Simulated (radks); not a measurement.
The numbers below are computed, except where a source is named.
Question: The gadolinium ion Gd7+ is in [Kr] 4d10 4f(5/2: 4, 7/2: 0) 5s2 5p(1/2: 2, 3/2: 3). Level of theory: Dirac Kohn-Sham, relativistic LDA (MacDonald-Vosko exchange, VWN5 correlation), spin-unpolarised, spherical densities, finite nucleus; Fermi nuclear charge, rms radius of each element as measured or else 0.836 A^(1/3) + 0.57 fm (a radial shooting solver on a logarithmic mesh with Libxc functionals). Sub-shells are occupied by j as written (lower j first in brackets). One electron is removed from 5s1/2, 5p3/2, 4f5/2, 5p1/2 in turn, with full relaxation. Which removal costs least, and what does each cost?

Answer: 5p3/2 123.40 eV; 5p1/2 130.05 eV; 4f5/2 132.24 eV; 5s1/2 152.92 eV. The 5p3/2 electron leaves first.
